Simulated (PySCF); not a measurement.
Ligand exchange on a metal centre used in film growth or etching (Zn Br-H). All species are isolated molecules in the gas phase.

The HOMO from two functionals at the same geometries (BP86-D3(BJ)/def2-SVP), both in PySCF: PBE-D3(BJ)/def2-TZVP and B3LYP-D3(BJ)/def2-TZVP. B3LYP has the VWN-RPA correlation part, as in Gaussian. 

```
species                                PBE-D3(BJ)/def2-TZVP (eV)
-------------------------------------  -------------------------
0 of 2 Br replaced by H                                    -7.31
1 of 2 Br replaced by H ([Zn(Br)(H)])                      -7.11
2 of 2 Br replaced by H ([Zn(H)2])                         -6.85
```

Question: What does B3LYP-D3(BJ)/def2-TZVP give for each?

Answer: 
- 0 of 2 Br replaced by H: -8.30
- 1 of 2 Br replaced by H ([Zn(Br)(H)]): -8.08
- 2 of 2 Br replaced by H ([Zn(H)2]): -7.84
Over these rows, drawn at random from the members with no instability flagged (it was tested for open shells, ions and some series alone), PBE minus B3LYP-D3(BJ): mean +0.98 eV, from +0.97 eV to +0.99 eV.
